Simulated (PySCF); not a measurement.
A structure optimised at PBE0-D3(BJ)/def2-SVP, used in a PySCF frequency run:

```xyz
5

Si     0.4502    -0.9393     0.0000
F     -0.4785    -2.2610     0.0000
I     -0.0365     0.3289    -2.0052
I     -0.0365     0.3289     2.0052
H      1.8684    -1.3626     0.0000
```
Charge 0, spin multiplicity 1.

Question: Write its SMILES, formula and point group.

Answer: F[SiH](I)I, FHI₂Si, Cs

Question: What are its rotational constants (standard atomic weights)?

Answer: 3.0715, 0.48861, 0.43146 GHz
